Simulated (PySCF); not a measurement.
**TDDFT excited states: Cl3FZr**

ZrFCl3 (singlet state).
Z-matrix (Å and degrees, PBE0-D3(BJ)/def2-SVP geometry), rows numbered from 1:
```
Zr
F   1  1.8825
Cl  1  2.3274  2  109.94
Cl  1  2.3246  2  110.03  3  -120.57
Cl  1  2.3238  2  109.95  3   120.35
```

Theory: TDDFT CAM-B3LYP/def2-SVPD, vertical, gas phase, core orbitals frozen in the response, def2 core potentials past Kr (PySCF 2.14.0, density-fitted response routines). Spin–orbit coupling is left out.

```
state  E (eV)  λ (nm)  ν̃ (cm⁻¹)       f  symmetry              main configurations (H = HOMO, L = LUMO)
   S1    6.03   205.7      48620  0.0078         E                   H→L/L+1 (≥72%), H-2/H-1→L/L+1 (≥9%)
   S2    6.03   205.5      48670  0.0082         E                  H→L/L+1 (≥70%), H-2/H-1→L/L+1 (≥10%)
   S3    6.12   202.7      49330  0.0000         –                                  H-2/H-1→L/L+1 (≥82%)
   S4    6.24   198.6      50360  0.0028        A1                                  H-2/H-1→L/L+1 (≥81%)
   S5    6.28   197.4      50660   0.024         E                H-2/H-1→L/L+1 (≥32%), H-3→L/L+1 (≥25%)
   S6    6.29   197.2      50720   0.024         E                H-2/H-1→L/L+1 (≥32%), H-3→L/L+1 (≥26%)
   S7    6.65   186.4      53650  0.0003         –                    H-4→L/L+1 (≥52%), H-5→L/L+1 (≥20%)
   S8    6.68   185.6      53870   0.013         E  H-3→L/L+1 (≥18%), H-5→L/L+1 (≥18%), H-4→L/L+1 (≥16%)
   S9    6.69   185.4      53930   0.011         E       H-5→L/L+1 (≥26%), H→L+2 (17%), H-3→L/L+1 (≥15%)
```

Triplets, Tamm–Dancoff:

```csv
state,E (eV),λ (nm),"main configurations (H = HOMO, L = LUMO)"
T1,5.66,219.0,H→L/L+1 (≥80%)
T2,5.67,218.7,H→L/L+1 (≥80%)
T3,5.93,209.3,H-2/H-1→L/L+1 (≥81%)
```

The lowest singlet level (S1/S2) comes at 206 nm (582 kJ/mol) in the ultraviolet; it is weak. The strongest level in the table is S5/S6 at 6.28 eV (197 nm, f = 0.047 summed). S1/S2, S5/S6 and S8/S9 lie within about 0.01 eV of each other in each set; the point group C3v has degenerate representations, and within a degenerate level the listed configurations can mix freely. For S1 the Löwdin share of zirconium is at most 2% in HOMO and 70% in LUMO (ligand-to-metal charge transfer by this measure). Weighted by f, the mean energy of these states is 6.35 eV. Of the 9 states listed, 4 reach f = 0.01 and 2 stay under 0.0005. All these states lie below the vertical ionisation energy of 12.02 eV (ΔSCF). Symmetry labels in C3v follow from the direction of the transition dipole and are given only for states with f of 0.002 or more. Orbitals of the list HOMO-3 to LUMO+2 that lie within 0.01 eV of each other are written together with a slash and their weights summed (≥ marks a lower bound); for degenerate orbitals outside that list single weights are arbitrary. Only the lowest 10 singlets were computed, as vertical energies without vibronic structure. The highest level found (6.83 eV, f 0.052 so far) is left out, since the window may have cut off a degenerate partner.
